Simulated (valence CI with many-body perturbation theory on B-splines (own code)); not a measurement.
Ho⁶²⁺: E2, E3, M1, M2 decay

Method: valence CI with perturbative core correlation (CI+MBPT): three valence electrons over a frozen Dirac-Fock core [He], a basis of 11 s, 11 p, 10 d, 8 f, 5 g, 2 h functions for each j, with the one-electron correlation potential Σ1, the two-electron term Σ2, the three-electron term Σ3, Breit, model QED; selected CI, second order for the rest, scaled by the run's own slope (own B-spline code, finite nucleus).

No measured spectrum was set against this ion. As an estimate, large intervals hold to a few tenths of a per cent, small ones and those within an open d or f shell to about a per cent.

Lines 1 to 42 of 42 in falling wavelength, among levels below 12227 eV, chosen from the decays that carry over 1 % of a level's rate. Wavelengths and rates use the calculated energies. Electric multipoles are in the length gauge, E1 and E2 with the static RPA response of the core. S is in atomic units (e²a₀⁴ for E2 and M2, e²a₀⁶ for E3), for M1 in squared Bohr magnetons. Weak lines are less certain than strong ones. Lines between different terms over intervals too small for the method are left out, as are lines whose strength nearly cancels. The highest levels of a list are the least certain.

Levels are named by their leading jj configuration (3d3/2^4 stands for four electrons in 3d with j = 3/2), which in mixed levels can hold well under half, so a name can repeat and another be missing. Letters in brackets count levels of one name in rising energy.

| λ vac (nm) | Upper | Lower | Type | A (s⁻¹) | S (a.u.) |
| --- | --- | --- | --- | --- | --- |
| 1.435 | (2s 2p1/2 2p3/2) J=3/2 [a] | (2s 2p1/2^2) J=1/2 | M1 | 3.88e+09 | 1.70e+00 |
| 1.387 | (2s 2p3/2 3d5/2) J=9/2 | (2s 2p1/2 3d5/2) J=7/2 | M1 | 3.64e+09 | 3.60e+00 |
| 1.329 | (2s^2 2p3/2) J=3/2 | (2s^2 2p1/2) J=1/2 | M1 | 3.67e+09 | 1.28e+00 |
| 0.1638 | (2s 2p1/2 3p1/2) J=1/2 [a] | (2s 2p1/2 2p3/2) J=3/2 [a] | E2 | 1.32e+12 | 2.79e-05 |
| 0.1634 | (2s^2 3p1/2) J=1/2 | (2s^2 2p3/2) J=3/2 | E2 | 1.67e+12 | 3.49e-05 |
| 0.1604 | (2s 2p3/2 3p3/2) J=7/2 | (2s 2p3/2^2) J=3/2 | E2 | 5.06e+10 | 3.83e-06 |
| 0.1584 | (2s 2p3/2 3p3/2) J=7/2 | (2s 2p3/2^2) J=5/2 | E2 | 5.66e+11 | 4.03e-05 |
| 0.1582 | (2s 2p3/2 3p3/2) J=1/2 [b] | (2s 2p3/2^2) J=3/2 | E2 | 9.87e+11 | 1.74e-05 |
| 0.1580 | (2s 2p1/2 3p3/2) J=5/2 | (2s 2p1/2 2p3/2) J=5/2 | E2 | 4.53e+11 | 2.39e-05 |
| 0.1577 | (2s^2 3p3/2) J=3/2 | (2s^2 2p3/2) J=3/2 | E2 | 8.34e+11 | 2.90e-05 |
| 0.1562 | (2s 2p3/2 3p3/2) J=1/2 [b] | (2s 2p3/2^2) J=5/2 | E2 | 3.28e+11 | 5.46e-06 |
| 0.1559 | (2s 2p3/2 3d5/2) J=9/2 | (2s 2p3/2^2) J=5/2 | M2 | 3.75e+10 | 3.09e-06 |
| 0.1559 | (2s 2p3/2 3d5/2) J=9/2 | (2s 2p3/2^2) J=5/2 | E3 | 2.22e+09 | 1.59e-06 |
| 0.1419 | (2s 2p3/2 3p3/2) J=7/2 | (2s 2p1/2 2p3/2) J=5/2 | E2 | 4.29e+11 | 1.76e-05 |
| 0.1417 | (2s 2p1/2 3p3/2) J=5/2 | (2s 2p1/2^2) J=1/2 | E2 | 9.25e+11 | 2.84e-05 |
| 0.1412 | (2s 2p3/2 3p3/2) J=7/2 | (2s 2p1/2 2p3/2) J=3/2 [a] | E2 | 6.81e+11 | 2.73e-05 |
| 0.1412 | (2s 2p3/2 3p3/2) J=1/2 [b] | (2s 2p1/2 2p3/2) J=3/2 [b] | E2 | 9.62e+11 | 9.62e-06 |
| 0.1410 | (2s^2 3p3/2) J=3/2 | (2s^2 2p1/2) J=1/2 | E2 | 1.02e+12 | 2.02e-05 |
| 0.1399 | (2s 2p3/2 3d5/2) J=9/2 | (2s 2p1/2 2p3/2) J=5/2 | M2 | 1.29e+10 | 6.16e-07 |
| 0.1399 | (2s 2p3/2 3d5/2) J=9/2 | (2s 2p1/2 2p3/2) J=5/2 | E3 | 2.02e+09 | 6.72e-07 |
| 0.1393 | (2s 2p3/2 3d5/2) J=9/2 | (2s 2p1/2 2p3/2) J=3/2 [a] | E3 | 3.99e+09 | 1.29e-06 |
| 0.1382 | (2p1/2 2p3/2 3d3/2) J=5/2 [a] | (2s 2p1/2 2p3/2) J=1/2 | E2 | 1.59e+12 | 4.30e-05 |
| 0.1380 | (2p1/2 2p3/2 3d3/2) J=7/2 | (2s 2p1/2 2p3/2) J=3/2 [b] | E2 | 2.14e+12 | 7.64e-05 |
| 0.1375 | (2s 2p1/2 3d3/2) J=5/2 | (2s^2 2p1/2) J=1/2 | E2 | 2.73e+12 | 7.18e-05 |
| 0.1372 | (2p1/2^2 3d3/2) J=3/2 | (2s 2p1/2^2) J=1/2 | E2 | 5.00e+12 | 8.69e-05 |
| 0.1370 | (2p3/2^2 3d5/2) J=7/2 | (2s 2p3/2^2) J=3/2 | E2 | 2.01e+12 | 6.94e-05 |
| 0.1370 | (2p1/2 2p3/2 3d3/2) J=7/2 | (2s 2p1/2 2p3/2) J=5/2 | E2 | 2.37e+12 | 8.16e-05 |
| 0.1366 | (2p1/2 2p3/2 3d3/2) J=3/2 [a] | (2s 2p1/2 2p3/2) J=3/2 [a] | E2 | 3.45e+12 | 5.87e-05 |
| 0.1366 | (2p1/2 2p3/2 3d3/2) J=5/2 [a] | (2s 2p1/2 2p3/2) J=3/2 [a] | E2 | 2.32e+12 | 5.91e-05 |
| 0.1366 | (2p1/2 2p3/2 3d3/2) J=1/2 [a] | (2s 2p1/2 2p3/2) J=3/2 [a] | E2 | 4.57e+12 | 3.87e-05 |
| 0.1364 | (2p1/2 2p3/2 3d3/2) J=7/2 | (2s 2p1/2 2p3/2) J=3/2 [a] | E2 | 5.23e+11 | 1.76e-05 |
| 0.1359 | (2p1/2 2p3/2 3d5/2) J=9/2 | (2s 2p1/2 2p3/2) J=5/2 | E2 | 5.26e+12 | 2.17e-04 |
| 0.1356 | (2p3/2^2 3d5/2) J=7/2 | (2s 2p3/2^2) J=5/2 | E2 | 3.19e+12 | 1.04e-04 |
| 0.1356 | (2p1/2 2p3/2 3d5/2) J=7/2 [a] | (2s 2p1/2 2p3/2) J=3/2 [a] | E2 | 4.68e+12 | 1.53e-04 |
| 0.1356 | (2p3/2^2 3d5/2) J=9/2 | (2s 2p3/2^2) J=5/2 | E2 | 5.31e+12 | 2.17e-04 |
| 0.1172 | (2p1/2^2 4f7/2) J=7/2 | (2p1/2^2 2p3/2) J=3/2 | E2 | 3.71e+12 | 5.85e-05 |
| 0.1171 | (2s 2p1/2 4f7/2) J=5/2 | (2s 2p1/2 2p3/2) J=1/2 | E2 | 2.57e+12 | 3.03e-05 |
| 0.1164 | (2s 2p1/2 4f7/2) J=9/2 | (2s 2p1/2 2p3/2) J=5/2 | E2 | 3.65e+12 | 6.98e-05 |
| 0.1163 | (2s 2p1/2 4f7/2) J=7/2 [a] | (2s 2p1/2 2p3/2) J=3/2 [a] | E2 | 2.72e+12 | 4.14e-05 |
| 0.1162 | (2s^2 4f7/2) J=7/2 | (2s^2 2p3/2) J=3/2 | E2 | 3.69e+12 | 5.57e-05 |
| 0.1075 | (2s 2p1/2 4f5/2) J=3/2 | (2s 2p1/2^2) J=1/2 | E2 | 3.66e+12 | 1.87e-05 |
| 0.1070 | (2s^2 4f5/2) J=5/2 | (2s^2 2p1/2) J=1/2 | E2 | 2.85e+12 | 2.14e-05 |
